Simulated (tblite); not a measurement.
Compound: C₆H₉BF₂O.
Atom-mapped SMILES: `[CH3:1][CH2:2][C@@H:3]1[CH2:4][C:5](=[O:6])[C@H:7]1[B:8]([F:9])[F:10]` (hydrogens: H11, H12, H13 on C1; H14, H15 on C2; H16 on C3; H17, H18 on C4; H19 on C7)

Computed with GFN2-xTB (tblite), gas phase: L-BFGS steps from a force-field or distance-geometry start until the largest atomic force falls under 0.01 eV/Å.

Step 12: E = -878.1202 eV
```
atom  x, y, z in Å  |  force x, y, z in eV/Å
C1      2.3010    0.9617    0.3762   -0.042   0.053  -0.017
C2      1.4424   -0.2197   -0.0478   -0.103  -0.152   0.131
C3      0.0054   -0.2443    0.4847   -0.056   0.001   0.049
C4     -0.6935   -1.5018   -0.0932    0.082  -0.089  -0.074
C5     -1.0237   -0.5980   -1.2703   -0.315  -0.112   0.252
O6     -1.0767   -0.7378   -2.4511   -0.043  -0.077  -0.077
C7     -0.9983    0.6164   -0.3489    0.268  -0.064  -0.156
B8     -2.4119    0.7115    0.3666   -0.052   0.149  -0.014
F9     -2.5780    1.1195    1.6101    0.020  -0.030  -0.173
F10    -3.5134    0.2744   -0.2142    0.100   0.168   0.175
H11     1.9621    1.8757   -0.1086   -0.001   0.008   0.145
H12     2.2860    1.0926    1.4579   -0.033   0.030  -0.103
H13     3.3276    0.7740    0.0651   -0.030   0.091   0.044
H14     1.9152   -1.1414    0.3154    0.011   0.111  -0.132
H15     1.4009   -0.2532   -1.1417    0.088  -0.100   0.121
H16    -0.0344   -0.0812    1.5638    0.040  -0.128  -0.048
H17    -0.1167   -2.4080   -0.2758    0.144   0.140  -0.073
H18    -1.5820   -1.7862    0.4755    0.017   0.164  -0.120
H19    -0.6217    1.5550   -0.7715   -0.096  -0.165   0.069
```

Step 13: E = -878.1369 eV
```
atom  x, y, z in Å  |  force x, y, z in eV/Å
C1      2.2984    0.9687    0.3840   -0.039   0.069  -0.015
C2      1.4453   -0.2196   -0.0405   -0.048  -0.109   0.095
C3      0.0029   -0.2549    0.4782    0.032  -0.043   0.051
C4     -0.6987   -1.5131   -0.1020    0.105  -0.079   0.000
C5     -1.0478   -0.6059   -1.2680   -0.153  -0.175   0.186
O6     -1.0984   -0.7462   -2.4490   -0.093  -0.066  -0.111
C7     -1.0015    0.6064   -0.3510    0.325  -0.089  -0.144
B8     -2.4036    0.7126    0.3710   -0.123   0.302  -0.052
F9     -2.5642    1.1394    1.6069    0.012  -0.046  -0.079
F10    -3.5132    0.3057   -0.2134    0.047   0.108   0.169
H11     1.9575    1.8835   -0.0967   -0.048   0.011   0.111
H12     2.2910    1.1070    1.4648   -0.046  -0.018  -0.091
H13     3.3252    0.7912    0.0653   -0.048   0.057   0.062
H14     1.9273   -1.1360    0.3247   -0.026   0.108  -0.122
H15     1.4194   -0.2498   -1.1348    0.044  -0.121   0.108
H16    -0.0412   -0.0943    1.5575    0.034  -0.140  -0.041
H17    -0.1238   -2.4160   -0.3075    0.142   0.151  -0.037
H18    -1.5724   -1.8007    0.4868   -0.001   0.135  -0.137
H19    -0.6121    1.5313   -0.7839   -0.115  -0.054   0.048
```

Step 14: E = -878.1511 eV
```
atom  x, y, z in Å  |  force x, y, z in eV/Å
C1      2.2952    0.9753    0.3903   -0.039   0.057  -0.005
C2      1.4471   -0.2202   -0.0326    0.031  -0.022   0.025
C3      0.0012   -0.2654    0.4729    0.102  -0.082   0.029
C4     -0.7016   -1.5242   -0.1096    0.100  -0.039   0.056
C5     -1.0719   -0.6163   -1.2647    0.066  -0.174   0.032
O6     -1.1194   -0.7548   -2.4471   -0.158  -0.071  -0.078
C7     -1.0003    0.5957   -0.3545    0.205  -0.092  -0.061
B8     -2.3966    0.7201    0.3725   -0.089   0.359  -0.091
F9     -2.5520    1.1559    1.6030    0.020  -0.018   0.048
F10    -3.5126    0.3352   -0.2093   -0.038   0.055   0.108
H11     1.9522    1.8908   -0.0843   -0.098   0.030   0.057
H12     2.2946    1.1192    1.4689   -0.059  -0.053  -0.033
H13     3.3222    0.8075    0.0669   -0.056   0.022   0.062
H14     1.9378   -1.1297    0.3308   -0.026   0.046  -0.065
H15     1.4367   -0.2492   -1.1261   -0.009  -0.128   0.060
H16    -0.0464   -0.1084    1.5517    0.018  -0.139  -0.011
H17    -0.1271   -2.4211   -0.3361    0.141   0.121  -0.004
H18    -1.5634   -1.8111    0.4941   -0.027   0.070  -0.121
H19    -0.6056    1.5102   -0.7943   -0.083   0.057  -0.008
```

Step 15: E = -878.1627 eV
```
atom  x, y, z in Å  |  force x, y, z in eV/Å
C1      2.2916    0.9817    0.3954   -0.040   0.030   0.006
C2      1.4491   -0.2207   -0.0257    0.087   0.058  -0.042
C3      0.0017   -0.2758    0.4688    0.118  -0.086   0.004
C4     -0.7020   -1.5342   -0.1151    0.083   0.006   0.072
C5     -1.0906   -0.6282   -1.2622    0.235  -0.106  -0.117
O6     -1.1400   -0.7633   -2.4461   -0.207  -0.089  -0.009
C7     -0.9962    0.5852   -0.3583    0.017  -0.053   0.022
B8     -2.3913    0.7336    0.3712   -0.012   0.314  -0.101
F9     -2.5416    1.1692    1.6007    0.040   0.024   0.129
F10    -3.5130    0.3609   -0.2035   -0.097   0.033   0.040
H11     1.9457    1.8976   -0.0731   -0.137   0.048   0.006
H12     2.2965    1.1282    1.4720   -0.071  -0.073   0.036
H13     3.3188    0.8214    0.0695   -0.051   0.001   0.049
H14     1.9463   -1.1238    0.3348    0.005  -0.037   0.007
H15     1.4509   -0.2510   -1.1177   -0.051  -0.119  -0.007
H16    -0.0504   -0.1229    1.5468    0.008  -0.129   0.030
H17    -0.1271   -2.4239   -0.3599    0.147   0.059   0.029
H18    -1.5562   -1.8188    0.4979   -0.041   0.003  -0.096
H19    -0.6017    1.4940   -0.8033   -0.033   0.117  -0.060
```

Task: Estimate the geometry and energy of step 16. (The exact step hangs on the optimiser's Hessian estimate; all steps are aligned on step 15, rigid shifts and turns removed.)

Result: E = -878.1751 eV, largest force 0.388 eV/Å
```
atom  x, y, z in Å  |  force x, y, z in eV/Å
C1      2.2869    0.9894    0.4010   -0.042   0.001   0.016
C2      1.4529   -0.2206   -0.0190    0.107   0.097  -0.090
C3      0.0043   -0.2881    0.4649    0.083  -0.042  -0.015
C4     -0.7005   -1.5451   -0.1199    0.068   0.039   0.045
C5     -1.1058   -0.6426   -1.2609    0.323   0.009  -0.215
O6     -1.1664   -0.7744   -2.4458   -0.230  -0.111   0.070
C7     -0.9912    0.5733   -0.3623   -0.160   0.023   0.073
B8     -2.3864    0.7541    0.3683    0.055   0.193  -0.077
F9     -2.5296    1.1838    1.6005    0.068   0.060   0.142
F10    -3.5151    0.3894   -0.1964   -0.106   0.046  -0.013
H11     1.9359    1.9057   -0.0609   -0.161   0.050  -0.033
H12     2.2970    1.1363    1.4760   -0.085  -0.086   0.096
H13     3.3142    0.8364    0.0733   -0.038  -0.005   0.030
H14     1.9555   -1.1180    0.3394    0.050  -0.107   0.079
H15     1.4651   -0.2552   -1.1090   -0.080  -0.096  -0.081
H16    -0.0544   -0.1409    1.5421    0.009  -0.110   0.070
H17    -0.1244   -2.4257   -0.3847    0.152  -0.023   0.074
H18    -1.5494   -1.8272    0.5001   -0.029  -0.062  -0.083
H19    -0.5983    1.4786   -0.8140    0.015   0.126  -0.090
```

The energy changes by -0.0124 eV. The first-order estimate −F·Δx gives -0.0166 eV and the mean of the old and new forces, exact on a quadratic surface, -0.0124 eV. The step makes an angle of 72° with the force vector and moves no atom by more than 0.029 Å.

The cost below is that of the whole relaxation. Time: 0.95 s of wall time. Hardware: Arm Neoverse V1, one thread, shared host with 32 logical CPUs at a one-minute load of 6.8.
